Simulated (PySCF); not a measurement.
Sn(H)2(Et)(OEt), SMILES CC[O][SnH2][CH2]C at its GFN2-xTB optimised geometry (Å):

```
18

Sn     0.5770     0.3395     0.0000
C     -0.4429    -0.9865    -1.3965
C     -1.9516    -0.8884    -1.3025
O     -0.0288    -0.4232     1.7322
C      0.3131     0.0288     3.0129
C     -0.4014    -0.8436     4.0327
H      0.1430     1.9945     0.0000
H      2.2898     0.3395     0.0000
H     -0.0976    -0.7440    -2.3994
H     -0.1085    -1.9945    -1.1562
H     -2.2898    -1.1299    -0.2982
H     -2.2979     0.1121    -1.5538
H     -2.4085    -1.5914    -1.9981
H      1.3972    -0.0314     3.1683
H      0.0163     1.0760     3.1479
H     -1.4758    -0.7727     3.8873
H     -0.1023    -1.8797     3.9013
H     -0.1511    -0.5201     5.0393
```

Method: B3LYP/def2-SVP, def2 effective core potentials past Kr (PySCF). The core electrons that the potentials of Sn replace are not part of the density. Cells within 0.4 Å of a nucleus heavier than hydrogen are left out (blank, or x).

Map of the HOMO−1 amplitude (bohr^(-3/2)) on the plane z = 0.0 Å; orbital energy -7.28 eV, overall sign arbitrary:

```
|666666666666666666666666666|
|666666666666666666666666666|
|666666666666666666666666666|
|666666666666655666666666666|
|666666666665555556666666666|
|666666666655544455666666666|
|666666666655433445556666666|
|666666666554300244555666666|
|666666666554311234455566666|
|666666666655443344444556666|
|666666666666666654333455666|
|666666666667789x84312345666|
|66666666666788xx95300345566|
|666666666677885x86422345666|
|666666666667899886544455666|
|666666666667788876555556666|
|666666666666777776655566666|
|666666666666666666666666666|
|666666666666666666666666666|
|666666666666666666666666666|
|666666666666666666666666666|
|666666666666666666666666666|
|666666666666666666666666666|
|666666666666666666666666666|
|666666666666666666666666666|
|666666666666666666666666666|
|666666666666666666666666666|
```
Scale: ten equal steps from -0.077 (start of '0') to 0.042 (end of '9'), in the order '0123456789'; x runs from -4.50 to 4.50, y from -4.50 (bottom) to 4.50 (top).
